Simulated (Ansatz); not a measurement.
Computed with Ansatz on PBE0-D4/def2-TZVP structures; ΔE is electronic, products minus reactants. CBS: MP2 limit from def2 TZ/QZ plus the TZ coupled-cluster correction, frozen cores. This one scheme is used for every species. DFT in def2-TZVPP. B3LYP here is the variant with VWN-RPA as its local correlation; programs differ in this. For Ge outer-core shells are correlated without core-valence functions, which leaves a few kJ/mol of doubt a bond. Scalar relativity is left out up to krypton. Each species was taken in one conformer, which may not be the lowest.

Reaction (ligand exchange at a Ge–S bond): `C[S][Ge][NH2]` + CH₃OH → `C[O][Ge][NH2]` + CH₃SH

Is it downhill or uphill in electronic energy at CCSD(T)/CBS, and by how much? (Estimate.)

The calculation gave: Uphill: ΔE = +0.12 eV.

What do these levels give: PBE-D4, B3LYP-D4, B2PLYP, PBE0, B3LYP, SCS-MP2/def2-TZVPP? (An estimate is asked.)

Computed: PBE-D4 0.19, B3LYP-D4 0.11, B2PLYP 0.07, PBE0 0.18, B3LYP 0.08, SCS-MP2/def2-TZVPP 0.05 eV.

Largest T1 diagnostic among the species: 0.014.

In def2-TZVPP, CCSD(T) changes the Hartree–Fock value by +0.05 eV (the triples alone add +0.02 eV) and MP2 by +0.07 eV. The D4 term adds +0.04 eV with B3LYP and +0.02 eV with PBE0; it sums over pairs of atoms, weighted by their polarisabilities, and B3LYP, whose exchange is more repulsive, gets the larger term.
